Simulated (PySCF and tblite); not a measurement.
The numbers below are computed, except where a source is named.
C6H11Cl, numbered as in [Cl:1][CH:2]1[CH2:3][CH2:4][CH2:5][CH2:6][CH2:7]1.

Free energies: PBE0-D3(BJ)/def2-TZVP on PBE0-D3(BJ)/def2-SVP structures plus GFN2-xTB thermal terms, symmetry and mirror images included. Conformers within 4 kcal/mol (GFN2-xTB free energy) were kept, 5 at most. GIAO shieldings: PBE0/pcSseg-1. Shifts are against TMS (¹H), TMS (¹³C) at the same level; of two unlike H on one atom, a is the less shielded. (PySCF 2.14, tblite 0.8.)

What shifts does this protocol give at 298.15 K under fast conformational exchange?

¹H: 3.61 (H2, 1H), 1.80 (H3a/H7a, 2H), 1.73 (H4a/H6a, 2H), 1.45 (H3b/H7b, 2H), 1.33 (H5a, 1H), 1.21 (H5b, 1H), 1.20 (H4b/H6b, 2H) ppm. ¹³C: 64.1 (C2), 38.6 (C3/C7), 27.4 (C5), 26.6 (C4/C6) ppm.

How do the conformers differ?

The 6-ring runs over atoms 2–3–4–5–6–7.
| conformer | shape | weight % |
| --- | --- | --- |
| 1 | 6-ring chair (all substituents equatorial) | 69.1 |
| 2 | 6-ring chair (Cl1 axial) | 30.9 |

```csv
signal,1,2,average
H2,3.38,4.13,3.61
H3a/H7a,1.96,1.46,1.80
H3b/H7b,1.29,1.81,1.45
H4a/H6a,1.64,1.93,1.73
H4b/H6b,1.17,1.27,1.20
H5a,1.45,1.07,1.33
H5b,1.03,1.60,1.21
C2,63.9,64.6,64.1
C3/C7,39.7,36.4,38.6
C4/C6,28.7,21.7,26.6
C5,27.0,28.1,27.4
```

Which signal moves most, for its nucleus, between 200 and 400 K through the change of populations alone?

H2: 3.57 ppm at 200 K, 3.59 ppm at 250 K, 3.61 ppm at 298.15 K, 3.62 ppm at 350 K, 3.63 ppm at 400 K.

Shifts are unscaled: against experiment ¹³C can be off by 15 ppm or more and ¹H by 0.8 ppm.
